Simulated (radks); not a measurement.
Results of a calculation; reference values are marked as such.
Species: Ce. Configuration: [Xe] 4f1 5d2 6p1 (not the ground configuration). Level of theory: Dirac Kohn-Sham, LDA (Slater exchange, Perdew-Wang correlation), spin-unpolarised, spherical densities, finite nucleus; open shells are shared between the two j in proportion to 2j + 1; Fermi nuclear charge, rms radius 4.8771 fm (a radial shooting solver on a logarithmic mesh with Libxc functionals).

Unscreened Slater integrals over Kohn-Sham orbitals (eV). Large and small components are both included.

integral           value
F0(6p3/2,6p3/2)   3.9871
F2(6p3/2,6p3/2)   2.1295
F0(6p3/2,6p1/2)   4.0863
G2(6p3/2,6p1/2)   2.1675
F0(6p3/2,5d5/2)   4.8717
F2(6p3/2,5d5/2)   1.6701
G1(6p3/2,5d5/2)   1.1503
G3(6p3/2,5d5/2)  0.80562
F0(6p3/2,5d3/2)   4.8905
F2(6p3/2,5d3/2)   1.6369
G1(6p3/2,5d3/2)   1.0782
G3(6p3/2,5d3/2)  0.76382
F0(6p1/2,6p1/2)   4.1957
F0(6p1/2,5d5/2)   5.0913
G3(6p1/2,5d5/2)  0.93944
F0(6p1/2,5d3/2)   5.1129
G1(6p1/2,5d3/2)   1.2923
F0(5d5/2,5d5/2)   8.0879
F2(5d5/2,5d5/2)   4.0114
F4(5d5/2,5d5/2)   2.5875
F0(5d5/2,5d3/2)   8.1900
F2(5d5/2,5d3/2)   4.0657
G2(5d5/2,5d3/2)   4.0642
G4(5d5/2,5d3/2)   2.6235
F0(5d3/2,5d3/2)   8.2959
F2(5d3/2,5d3/2)   4.1248
